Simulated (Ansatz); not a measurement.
```yaml
crystal:
  periodic: [false, false, false]
  atoms:
    - {symbol: C, position_ang: [-0.420679, -0.723351, 1.849715]}
    - {symbol: C, position_ang: [-0.207178, -0.086133, 0.522519]}
    - {symbol: C, position_ang: [0.618752, -0.495336, -0.475525]}
    - {symbol: C, position_ang: [0.624083, 0.311959, -1.648337]}
    - {symbol: C, position_ang: [-0.202288, 1.384766, -1.604915]}
    - {symbol: Se, position_ang: [-1.105942, 1.468456, 0.011379]}
    - {symbol: H, position_ang: [0.204003, -1.614586, 1.935857]}
    - {symbol: H, position_ang: [-1.460922, -1.027845, 1.993077]}
    - {symbol: H, position_ang: [-0.160405, -0.050717, 2.671404]}
    - {symbol: H, position_ang: [1.232225, -1.383877, -0.375029]}
    - {symbol: H, position_ang: [1.240620, 0.087529, -2.510389]}
    - {symbol: H, position_ang: [-0.362250, 2.129145, -2.369776]}
basis:
  gaussian: {orbitals: cc-pVTZ-DK}
magnetization: {spin_polarized: true, initial_magnetization: 0}
hamiltonian: {xc: {name: SPW92}}
scf: {lower_state_search: off}
output: {forces: true}
```

```sh
$ ansatz run in.yaml --threads 2 --pin off --events-out ev --progress --plain --max-ram 32768MiB --backend cuda --devices 0, --max-vram 18GiB
```

Shortened log:

```
Functional definition: SPW92
1561 factors; their error is unknown
mean field evaluation 1: about -71231.1797 eV, gradient 7.7e1 eV
mean field evaluation 2: about -70987.5119 eV, gradient 2.1e2 eV
mean field evaluation 4: about -71250.9473 eV, gradient 4.3e1 eV
mean field evaluation 8: about -71260.6491 eV, gradient 2.1e-1 eV
mean field evaluation 16: about -71260.6143 eV, gradient 3.0e-3 eV
mean field -71260.61429216 eV, -2618.7792730576 hartree, gradient 3.1e-6 eV, S^2 0.000000; 0 other end points of the search recorded, 0 dependent functions left out
reference -71260.61432841 eV, -2618.7792743900 hartree; 35, 35 occupied and 242, 242 virtual orbitals, 1561 factors
Total energy: -71260.61432841 eV, -2618.7792743900 hartree
Relativity: scalar
Atom 0 at    -0.420679    -0.723351     1.849715 Å, force     0.042888     0.332290    -0.559861 eV/Å
Atom 1 at    -0.207178    -0.086133     0.522519 Å, force    -0.069237    -0.094813     0.268879 eV/Å
Atom 2 at     0.618752    -0.495336    -0.475525 Å, force    -0.146562     0.423466    -0.328155 eV/Å
Atom 3 at     0.624083     0.311959    -1.648337 Å, force    -0.148292    -0.154316     0.507026 eV/Å
Atom 4 at    -0.202288     1.384766    -1.604915 Å, force    -0.005281    -0.202764     0.301466 eV/Å
Atom 5 at    -1.105942     1.468456     0.011379 Å, force     0.078353    -0.069417    -0.050879 eV/Å
Atom 6 at     0.204003    -1.614586     1.935857 Å, force     0.173236    -0.233201     0.003676 eV/Å
Atom 7 at    -1.460922    -1.027845     1.993077 Å, force    -0.271187    -0.083313     0.052888 eV/Å
Atom 8 at    -0.160405    -0.050717     2.671404 Å, force     0.062310     0.167095     0.227088 eV/Å
Atom 9 at     1.232225    -1.383877    -0.375029 Å, force     0.179885    -0.275322     0.050607 eV/Å
Atom 10 at     1.240620     0.087529    -2.510389 Å, force     0.183366    -0.062215    -0.262411 eV/Å
Atom 11 at    -0.362250     2.129145    -2.369776 Å, force    -0.079481     0.252511    -0.210325 eV/Å
Dipole moment:     0.029173    -0.097303     0.083782 e Å
Checks for a lower state left out: stability, starts, cluster_reference, orbital_swaps, neighbouring_geometries, increment
```

Run time 12 s (2 threads of an AMD EPYC 7R13 on a shared host and a share of an NVIDIA H100 80 GB); peak host memory 0.84 GiB.
